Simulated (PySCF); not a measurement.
A small calculation by hand: entropy of an ideal gas

C4H5F, SMILES C#C[C@H](C)F.

Geometry: PBE-D3(BJ)/def2-SVP. The structure was generated by enumeration; whether it is a known compound was not checked.

PBE-D3(BJ)/def2-SVP in PySCF gives the harmonic wavenumbers 174, 212, 261, 375, 520, 558, 643, 690, 804, 903, 1031, 1075, 1111, 1285, 1302, 1336, 1403, 1416, 2167, 2945, 2987, 3089, 3093, 3406 cm⁻¹ and the rotational temperatures 0.4196, 0.1822, 0.1370 K. The molar mass is 72.08 g/mol, the symmetry number 1, the spin multiplicity 1.

Work out the entropy at 298.15 K and 1 atm in the rigid-rotor, harmonic-oscillator model.


Translation (Sackur–Tetrode at 1 atm): S = R[1.5 ln M + 2.5 ln T − 1.16487] = 162.1 J/(mol K).
Rotation: q = (√π/σ) T^1.5/√(θA θB θC) = 89200, S = R[ln q + 3/2] = 107.2 J/(mol K).
Vibration: with u = 1.4388 ν/T, each mode gives R[u/(e^u − 1) − ln(1 − e^−u)]:
```csv
ν (cm⁻¹),modes,u,S (J/(mol K))
174,1,0.84,10.01
212,1,1.02,8.48
261,1,1.26,6.92
375,1,1.81,4.43
520,1,2.51,2.55
558,1,2.69,2.21
643,1,3.10,1.60
690,1,3.33,1.33
804,1,3.88,0.85
903,1,4.36,0.58
1031,1,4.98,0.35
1075,1,5.19,0.29
1111,1,5.36,0.25
1285,1,6.20,0.12
1302,1,6.28,0.11
1336,1,6.45,0.10
1403,1,6.77,0.07
1416,1,6.83,0.07
```
The stiffer modes add less than 0.005 each. Sum 40.3 J/(mol K).
Spin: R ln 1 = 0.0 J/(mol K).
Total 309.7 J/(mol K); the program's own thermochemistry gives 309.7. Translation makes up 52 % and vibration 13 %. Anharmonicity, hindered rotation and orbital degeneracy are left out.
